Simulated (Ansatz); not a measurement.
One change: `C1[SiH2][SiH2]1` becomes `N[SiH]1C[SiH2]1`.

Ansatz, PBE0-D4/def2-TZVP geometries, multiplicity 1. Each molecule was computed in one conformer, which needn't be the lowest.

```json
{"property": "HOMO–LUMO gap (ωB97M-V/def2-TZVPP) / eV", "`C1[SiH2][SiH2]1`": "10.24"}
{"property": "HOMO–LUMO gap (B3LYP/def2-TZVPP) / eV", "`C1[SiH2][SiH2]1`": "6.18"}
{"property": "LUMO energy (PBE/def2-TZVPP) / eV", "`C1[SiH2][SiH2]1`": "-0.97"}
{"property": "HOMO energy (PBE0/def2-TZVPP) / eV", "`C1[SiH2][SiH2]1`": "-6.73"}
{"property": "size of the dipole moment (PBE/def2-TZVPP) / D", "`C1[SiH2][SiH2]1`": "0.52"}
{"property": "LUMO energy (B3LYP/def2-TZVPP) / eV", "`C1[SiH2][SiH2]1`": "-0.35"}
```

Task: What does the change do to each property? (Estimate.)

Result: Ansatz gave: 
```tsv
property	`N[SiH]1C[SiH2]1`	shift
HOMO–LUMO gap (ωB97M-V/def2-TZVPP) / eV	10.19	-0.05
HOMO–LUMO gap (B3LYP/def2-TZVPP) / eV	6.13	-0.05
LUMO energy (PBE/def2-TZVPP) / eV	-0.81	0.16
HOMO energy (PBE0/def2-TZVPP) / eV	-6.45	0.28
size of the dipole moment (PBE/def2-TZVPP) / D	1.53	1.01
LUMO energy (B3LYP/def2-TZVPP) / eV	-0.14	0.21
```

With PBE0 the HOMO rises by 0.28 eV and the LUMO rises by 0.20 eV, so the gap narrows by about 0.08 eV. PBE moves the HOMO by 0.28 eV and ωB97M-V by 0.27 eV. The zero-point energy changes by 47.8 kJ/mol with +6 modes. Dipoles are sizes alone; their direction can turn.

B3LYP here is the variant with VWN-RPA as its local correlation; programs differ in this.
